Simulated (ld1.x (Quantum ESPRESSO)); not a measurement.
silver (Ag), ultrasoft: configuration errors across variants

ld1.x (Quantum ESPRESSO) 7.5 input, shortened:

```
&input
   title='Ag', zed=47., rel=1, dft='PBE', iswitch=3,
   config='[Kr] 4d10 5s0.5 5p0.5'
 /
 &inputp
   pseudotype=3, tm=.true., lloc=-2, rcloc=1.35,
   nlcc=.false.
 /
6
4S  1  0   2.00   0.00  1.30  1.40  0.0
5S  2  0   0.50   0.00  1.30  1.40  0.0
4P  2  1   6.00   0.00  1.35  1.40  0.0
5P  3  1   0.50   0.00  1.35  1.40  0.0
4D  3  2  10.00   0.00  1.25  1.55  0.0
4D  3  2   0.00   1.25  1.25  1.55  0.0
 &test
   configts(1)='4s2 4p6 4d10 5s0.5 5p0.5'
 /
```

All-electron excitation energies from the reference (eV): (1) 4s2 4p6 4d10 5s1 5p0 -1.880; (2) 4s2 4p6 4d10 5s0 5p0 5.878; (3) 4s2 4p6 4d9 5s0 5p0 27.992; (4) 4s2 4p6 4d10 5s0.5 5p0 1.137; (5) 4s2 4p6 4d10 5s0 5p1 1.986; (6) 4s2 4p6 4d9 5s1 5p0 11.272; (7) 4s2 4p6 4d9 5s2 5p0 2.197.

The overlap operator is not positive definite (basis up to 400 Ry) in “waves 4p (bound): rcut 0.84, rcutus 0.88 bohr; 5p (bound): rcut 0.84, rcutus 0.88 bohr”. Such files are unfit for use, however small their errors in these radial tests.

3 further variants failed, have other tests or another functional or relativity, and are left out.

The file “base” misses its own reference levels by 1.7 eV. The file “waves 4p (bound): rcut 0.84, rcutus 0.88 bohr; 5p (bound): rcut 0.84, rcutus 0.88 bohr” misses its own reference levels by 1.9 eV. The file “local potential all-electron potential smoothed inside 1.66 bohr (lloc = -2)” misses its own reference levels by 1.6 eV. The file “core correction a·sin(br)/r model core inside 1.06 bohr” misses its own reference levels by 1.7 eV. The file “waves 4d (bound): rcut 1.08, rcutus 1.14 bohr; 4d channel at 1.25 Ry: rcut 1.08, rcutus 1.14 bohr” misses its own reference levels by 1.7 eV.

Errors AE − PS in meV (a dash: test not solved or not reliable):

| change | (1) | (2) | (3) | (4) | (5) | (6) | (7) | bound ghosts |
| --- | --- | --- | --- | --- | --- | --- | --- | --- |
| base | -774 | +1412 | +1385 | +88 | +904 | -1782 | -3563 | not determined |
| waves 4p (bound): rcut 0.84, rcutus 0.88 bohr; 5p (bound): rcut 0.84, rcutus 0.88 bohr | -963 | +1138 | +1138 | -120 | +1139 | -1997 | -3772 | not determined (overlap not positive) |
| local potential all-electron potential smoothed inside 1.66 bohr (lloc = -2) | -715 | +1308 | +1276 | +106 | +789 | -1884 | -3642 | not determined |
| core correction a·sin(br)/r model core inside 1.06 bohr | -784 | +1393 | +1366 | +87 | +896 | -1786 | -3583 | not determined |
| waves 4d (bound): rcut 1.08, rcutus 1.14 bohr; 4d channel at 1.25 Ry: rcut 1.08, rcutus 1.14 bohr | -773 | +1412 | +1385 | +88 | +904 | -1782 | -3560 | not determined |

**Question.** Give the same row for: wave 4d channel at 1.25 Ry: rcut 1.25, rcutus 1.55 bohr becomes 4d channel at -0.41 Ry: rcut 1.25, rcutus 1.55 bohr.

**Answer.** -774, +1412, +1386, +88, +904, -1781, -3562; bound ghosts: not determined.
